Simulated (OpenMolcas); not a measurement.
**5d⁵ along the 73-electron sequence**

```
Program             : OpenMolcas
Method              : SS-CASPT2, IPEA 0.25 Eh, imaginary shift 0.1 Eh
Basis               : ANO-RCC-VQZP
Scalar Hamiltonian  : DKH2, point nucleus
Spin-orbit coupling : RASSI with atomic mean-field integrals over the reference wave functions, term energies averaged over their components
```

Active space for each ion: 5 electrons in 10 orbitals (5d 6d); closed shells correlated by CASPT2: 5s 5p.

Computed levels in cm-1 above ⁶S_5/2:

```tsv
Level	Re2+	Os3+	Pt5+	Au6+
⁴G_7/2	18270	20920	25380	27430
⁴G_11/2	19310	22140	27150	29530
⁴G_9/2	19730	22800	28380	31110
⁴P_1/2	20590	24180	30250	33150
⁴D_7/2	22790	26900	34290	38000
⁴D_1/2	25330	30290	39510	44340
²I_11/2	27970	32130	40170	44430
²I_13/2	30450	35190	44500	49430
²H_9/2	35050	40820	51550	57040
weight of ⁶S in the lowest level (%)	90	88	82	78
```

Mixed levels, with the weight of the term that names them: Re2+ ⁴G_7/2 (70 %), Re2+ ⁴P_1/2 (60 %), Re2+ ⁴D_7/2 (74 %), Re2+ ⁴D_1/2 (64 %), Re2+ ²H_9/2 (51 %), Os3+ ⁴G_7/2 (68 %), Os3+ ⁴P_1/2 (60 %), Os3+ ⁴D_7/2 (71 %), Os3+ ⁴D_1/2 (65 %), Os3+ ²H_9/2 (51 %), Pt5+ ⁴G_7/2 (61 %), Pt5+ ⁴G_11/2 (75 %), Pt5+ ⁴P_1/2 (59 %), Pt5+ ⁴D_7/2 (61 %), Pt5+ ⁴D_1/2 (66 %), Pt5+ ²I_11/2 (71 %), Pt5+ ²H_9/2 (52 %), Au6+ ⁴G_7/2 (57 %), Au6+ ⁴G_11/2 (71 %), Au6+ ⁴P_1/2 (59 %), Au6+ ⁴D_7/2 (54 %), Au6+ ⁴D_1/2 (67 %), Au6+ ²I_11/2 (68 %), Au6+ ²H_9/2 (52 %).

Measured, with the error of the calculation in %. Measured levels: Re2+ from the list in Brasseur, Gamrath and Quinet, At. Data Nucl. Data Tables 157, 101636 (2024).

| Level | Re2+ |
| --- | --- |
| ⁴G_7/2 | 16890 (+8.2) |
| ⁴G_11/2 | 18020 (+7.2) |
| ⁴G_9/2 | 18346 (+7.5) |
| ⁴D_7/2 | 20453 (+11.4) |
| ²I_11/2 | 26170 (+6.9) |
| ²I_13/2 | 28588 (+6.5) |

⁴G_7/2 changes by a factor of 1.5 over the same range, with steps per unit of Z of +2650, +2230, +2050 cm-1.

Term energies are means over components that CASPT2 splits; among the terms shown or strongly mixed into the levels shown the widest spread is 210 cm-1 (5d⁵ ²F(1), Re2+). Active for correlation alone: 6d; no level in the range computed is led by a configuration that fills it, so any true level of that kind is missing. The CASPT2 spread within a term exceeds the gap to the next term for 5d⁵ ⁴F and 5d⁵ ²F(1), so the order of their levels is uncertain, and so are names and mixing where such terms share a J (holds for Re2+). Computed and measured levels are paired by configuration, term and J; levels that our copy of the source lacks, or whose pairing is in doubt (as where it misses far off the trend of its configuration), stay unpaired and out of the deviations. Only configurations of the active space appear.

A number in round brackets counts repeated terms of one configuration in the order of the reference energies.
